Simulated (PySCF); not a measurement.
**Shapes and spin states of CaO₂**

All numbers come from PBE0 in PySCF with Ca def2-TZVP, O def2-TZVP; no relativity; density-fitted integrals.

Relaxations began from a few typed shapes and spin states; open shells are unrestricted. The search is not exhaustive: other isomers or separated fragments can lie lower, and high-lying points may rest on an excited occupation.

Problem. Which is the lowest minimum found?
A. triplet C2v: Ca–O 2.184 Å (×2), O–O 1.315 Å; Ca–O–O 72.5° (×2), O–Ca–O 35.0°
B. singlet (closed shell, unstable to spin polarisation) D∞h: Ca–O 1.825 Å (×2); O–Ca–O 180.0°
C. singlet C2v: Ca–O 1.965 Å (×2), O–O 1.485 Å; Ca–O–O 67.8° (×2), O–Ca–O 44.4°
D. triplet C2v: Ca–O 2.093 Å (×2); O–Ca–O 136.3°

Solution. C. The others lie at 15.7 (triplet C2v), 56.4 (triplet C2v), 205.3 (singlet D∞h) kJ/mol above it.
